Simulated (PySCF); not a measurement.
Vertical excitations of a molecule C2H6BNO from TDA-PBE/def2-SVPD in PySCF, as energy in eV (oscillator strength): 5.90 (0.014), 6.70 (0.035), 6.70 (0.001), 7.19 (0.000), 7.28 (0.009), 7.42 (0.019), 7.44 (0.031), 7.49 (0.031), 7.59 (0.006), 7.82 (0.012). Lowest triplet (TDA): 5.76 eV. The structure is a stationary point at B3LYP-D3(BJ)/def2-SVP. Other conformers were not sampled.

Question: Pick the molecule that these values belong to.
(A) BO.CC#N
(B) NB1CCO1
(C) C=CB(N)O
(D) NB1COC1

Answer: B, NB1CCO1
